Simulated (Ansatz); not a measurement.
Energy profile

The step: GeH₃Cl ([Cl][GeH3]) + H → GeH₃ + HCl; bonds formed: Cl1–H3; bonds broken: Cl1–Ge2 (atoms numbered as in the saddle structure below).

Cl1  (-0.945, -1.171, 0.005)
Ge2  (0.516, 0.640, -0.003)
H3  (-1.956, -2.423, 0.011)
H4  (0.774, 0.996, -1.472)
H5  (-0.183, 1.778, 0.750)
H6  (1.795, 0.181, 0.709)
(Å)

Electronic energies by CCSD(T) at an estimated basis limit (MP2 extrapolated from triple and quadruple zeta, plus CCSD(T) − MP2 in triple zeta), on PBE0-D4/def2-TZVP structures; GeH₄Cl, doublet; no counterpoise correction; spin–orbit coupling, which lowers free halogen atoms and radicals such as OH and SH, is left out. Computed with Ansatz 0.2.0 (basis: def2-TZVPP and def2-QZVPP); correlated methods freeze the cores; orbitals are unrestricted. Filled d shells of the heavier atoms are correlated. The def2 sets are not built for correlating such inner shells, so the correlated values are less sure here. Extrapolation: Hartree–Fock as exp(−7.88 √X), correlation as X^−2.97.

**Question.** Give the profile in kcal/mol, counted from the separated reactants. (To be estimated.)

**Answer.** By the calculation:
```tsv
point	kcal/mol
separated: GeH₃Cl (linked as [Cl][GeH3]; Cl1, Ge2, H4, H5, H6; singlet) + H (H3; doublet)	0.00
start structure	-0.15
saddle	12.85
end structure	-7.47
separated: HCl (Cl1, H3; singlet) + GeH₃ (Ge2, H4, H5, H6; doublet)	-6.99
```

T1 diagnostic: at most 0.017. ⟨S²⟩ of the unrestricted Hartree–Fock references: 0.75 to 0.80 (a pure state has 0.75). The end structure is not quite a true minimum (one mode of 41i cm⁻¹).

Radical steps of this kind take place in plasma deposition and etching.

For scale, one of the runs: CCSD(T)/def2-TZVPP, 146 basis functions (an equivalent command: `ansatz run in.yaml --threads 4`). The run took 34 s on 4 CPU threads (shared host), with 2 GiB of host memory at its peak.
